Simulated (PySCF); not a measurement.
Harmonic spectrum computed at PBE0 in the def2-TZVP basis family (core potentials from Rb on, PySCF, no spin–orbit coupling):

```
ω (cm⁻¹)  IR (km/mol)
      52          3.9
      89          2.9
     210          0.0
     385         29.5
```

Which molecule gave it? In each, all ligands are bound to the one heavy central atom.
A. MgBr₂ (singlet)
B. GeBr₂ (singlet)
C. InBr₂ (doublet)
D. CuBr₂ (doublet)
E. AlBr₂ (doublet)

D. It has D∞h symmetry with Cu–Br 2.204 Å (×2).
